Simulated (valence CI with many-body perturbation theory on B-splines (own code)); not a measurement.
Level structure of Ir6+

Calculated by relativistic CI+MBPT: three valence electrons over a frozen Dirac-Fock core [Xe] 4f14, a basis of 9 s, 9 p, 10 d, 8 f, 5 g, 3 h, 1 i functions for each j, with the one-electron correlation potential Σ1 (screened to all orders), the two-electron term Σ2, the three-electron term Σ3, Breit, model QED; selected single and double excitations, second order for the rest, scaled by the run's own slope (own B-spline code, finite nucleus).

No measured levels were compared; by estimate terms of the open shell hold to 2 to 4 % of their energy, and close levels can change places; different configurations can be misplaced against each other by 1,000 to 8,000 cm⁻¹. Core correlation moves these levels by up to 17000 cm⁻¹, and in measured spectra 5 to 20 % of such shifts remained as error; rates that hang on mixing are uncertain with them.

Levels 1 to 45 of 69, with energies above the lowest level, (5d3/2^3) J=3/2. "Leading %" is the weight of the configuration and term that name the level; weights of strongly mixed levels are sums over their largest components and can fall short. In the jj column 3d3/2^4 stands for four electrons in 3d with j = 3/2. Lifetimes count E1, E2, E3, M1 and M2 decay at the calculated energies, and are blank where another channel may lead or the interval is too uncertain; long ones can be off by a factor of two.

```csv
No.,Configuration,Term,J,E (eV),Leading %,Leading jj,Lifetime,g
1,5d³,⁴F,3/2,0.000,80,5d3/2^3 (76 %),,0.500
2,5d³,⁴F,5/2,0.999,94,5d3/2^2 5d5/2 (92 %),52.5 ms,1.038
3,5d³,⁴F,7/2,1.744,81,5d3/2^2 5d5/2 (60 %),138 ms,1.178
4,5d³,⁴P,3/2,2.112,46,5d3/2^2 5d5/2 (82 %),36.2 ms,1.377
5,5d³,⁴F,9/2,2.173,48,5d3/2^2 5d5/2 (74 %),1.43 s,1.186
6,5d³,⁴P,1/2,2.461,69,5d3/2^2 5d5/2 (97 %),139 ms,2.052
7,5d³,²G,7/2,3.372,78,5d3/2 5d5/2^2 (71 %),14.8 ms,0.961
8,5d³,²H,9/2,3.520,55,5d3/2 5d5/2^2 (61 %),24.4 ms,1.085
9,5d³,⁴P,5/2,3.661,88,5d3/2 5d5/2^2 (57 %),42.7 ms,1.548
10,5d³,²D,3/2,4.140,44,5d3/2 5d5/2^2 (94 %),7.59 ms,1.188
11,5d³,²P,1/2,4.320,69,5d3/2 5d5/2^2 (96 %),16.1 ms,1.283
12,5d³,²H,11/2,4.644,100,5d3/2 5d5/2^2 (100 %),48.8 ms,1.091
13,5d³,²D,5/2,5.083,90,5d3/2 5d5/2^2 (68 %),15.0 ms,1.207
14,5d³,²G,9/2,5.482,59,5d5/2^3 (82 %),9.39 ms,1.081
15,5d³,²F,5/2,5.690,84,5d3/2 5d5/2^2 (55 %),24.9 ms,0.923
16,5d³,²F,7/2,5.846,93,5d3/2 5d5/2^2 (88 %),24.1 ms,1.129
17,5d³,²P,3/2,6.024,56,5d5/2^3 (80 %),7.79 ms,1.189
18,5d³,²D,3/2,8.588,98,5d3/2 5d5/2^2 (80 %),5.96 ms,0.810
19,5d³,²D,5/2,8.806,82,5d5/2^3 (69 %),3.68 ms,1.169
20,5d²6s,⁴F,3/2,16.970,90,5d3/2^2 6s (90 %),73.8 μs,0.439
21,5d²6s,⁴F,5/2,17.391,73,5d3/2^2 6s (80 %),62.3 μs,1.026
22,5d²6s,⁴F,7/2,18.579,93,5d3/2 5d5/2 6s (95 %),62.9 μs,1.231
23,5d²6s,²F,5/2,19.257,55,5d3/2 5d5/2 6s (82 %),47.2 μs,0.991
24,5d²6s,⁴P,1/2,19.305,88,5d3/2^2 6s (74 %),47.3 μs,2.532
25,5d²6s,⁴F,9/2,19.561,86,5d3/2 5d5/2 6s (55 %),59.3 μs,1.303
26,5d²6s,⁴P,3/2,19.969,84,5d3/2 5d5/2 6s (97 %),48.5 μs,1.579
27,5d²6s,⁴P,5/2,20.029,52,5d3/2 5d5/2 6s (98 %),45.6 μs,1.323
28,5d²6s,²F,7/2,20.585,58,5d3/2 5d5/2 6s (85 %),43.0 μs,1.044
29,5d²6s,²D,3/2,20.603,53,5d3/2 5d5/2 6s (80 %),48.2 μs,1.038
30,5d²6s,²P,1/2,21.299,89,5d3/2 5d5/2 6s (84 %),41.6 μs,0.836
31,5d²6s,²G,9/2,21.672,86,5d5/2^2 6s (55 %),47.0 μs,1.141
32,5d²6s,²D,5/2,21.931,54,5d5/2^2 6s (98 %),45.7 μs,1.345
33,5d²6s,²G,7/2,21.993,59,5d5/2^2 6s (81 %),43.4 μs,0.994
34,5d²6s,²P,3/2,22.750,71,5d5/2^2 6s (85 %),41.4 μs,1.209
35,5d²6s,²S,1/2,25.439,88,5d5/2^2 6s (86 %),36.0 μs,1.970
36,5d²6p,⁴G°,5/2,27.214,61,5d3/2^2 6p1/2 (95 %),352 ps,0.704
37,5d²6p,⁴F°,3/2,27.897,47,5d3/2^2 6p1/2 (89 %),91.8 ps,0.685
38,5d²6p,⁴G°,7/2,29.004,69,5d3/2 5d5/2 6p1/2 (95 %),216 ps,1.021
39,5d²6p,⁴F°,5/2,29.177,43,5d3/2 5d5/2 6p1/2 (97 %),108 ps,1.101
40,5d²6p,⁴D°,1/2,29.488,54,5d3/2^2 6p1/2 (77 %),85.6 ps,0.667
41,5d²6p,⁴D°,3/2,30.163,30,5d3/2 5d5/2 6p1/2 (86 %),102 ps,1.211
42,5d²6p,²G°,9/2,30.176,34,5d3/2 5d5/2 6p1/2 (70 %),142 ps,1.143
43,5d²6p,²D°,5/2,30.309,25,5d3/2 5d5/2 6p1/2 (74 %),124 ps,1.057
44,5d²6p,²S°,1/2,30.316,37,5d3/2 5d5/2 6p1/2 (90 %),98.8 ps,1.601
45,5d²6p,⁴D°,7/2,30.404,35,5d3/2 5d5/2 6p1/2 (60 %),87.0 ps,1.228
```

The ionisation energy to 5d² ³F2 of the next ion comes out as 89.481 eV (NIST: 89 ± 2 eV (theoretical)). All 69 levels together are meant to be complete up to 34.617 eV.
